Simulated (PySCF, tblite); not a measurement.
Compound: C5H13NOSi2.
Structure used (GFN2-xTB), in Å, numbered top down from 1:
```
atom  x, y, z in Å
C1     3.6459    0.4064    0.2318
N2     2.4708    0.0004    0.4078
C3     1.9829   -1.1551   -0.2530
Si4    0.6868   -0.5521   -1.5646
Si5   -0.6207    1.0088   -0.4617
O6     0.0474    1.2721    0.9950
C7    -2.3791    0.3869   -0.1700
C8    -2.9899    0.4526    1.1999
C9    -2.6119   -0.8696    0.6224
H10    3.9571    1.3186    0.7187
H11    4.3849   -0.1101   -0.3870
H12    1.4559   -1.7618    0.4848
H13    2.7800   -1.7613   -0.7036
H14    0.0735   -1.7892   -2.0673
H15    1.4990   -0.0197   -2.6699
H16   -0.7204    2.3036   -1.1589
H17    0.9692    1.0095    1.1290
H18   -3.0686    0.5460   -0.9907
H19   -2.3827    0.8480    1.9991
H20   -4.0380    0.6996    1.2875
H21   -3.3982   -1.5418    0.3090
H22   -1.7545   -1.3770    1.0405
```

Jobs on this species (22 atoms, 86 electrons) with PySCF (density fitting) and tblite. Hardware of each: one thread of an Arm Neoverse V1, no GPU, on a shared host. The host was shared with other jobs, so the times are rough.

Question: Rank these jobs by wall time, shortest first.
A. PBE0/pcSseg-1; shieldings, ring-centre shieldings, charges and field gradients, density and orbital grids written; 232 basis functions
B. GFN2-xTB; L-BFGS relaxation
C. GFN2-xTB; Hessian by finite differences

Answer: C (1.2 s), B (2.1 s), A (76 s).

All jobs:

```tsv
level and settings	work	basis functions	SCF cycles	wall time
GFN2-xTB	Hessian by finite differences	–	–	1.2 s
GFN2-xTB	L-BFGS relaxation	–	–	2.1 s
PBE0/pcSseg-1	shieldings, ring-centre shieldings, charges and field gradients, density and orbital grids written	232	14	76 s
```

What do all jobs in the table cost together?

About 79 s; the longest takes about 96 % of that, and about 63 times as long as the shortest.
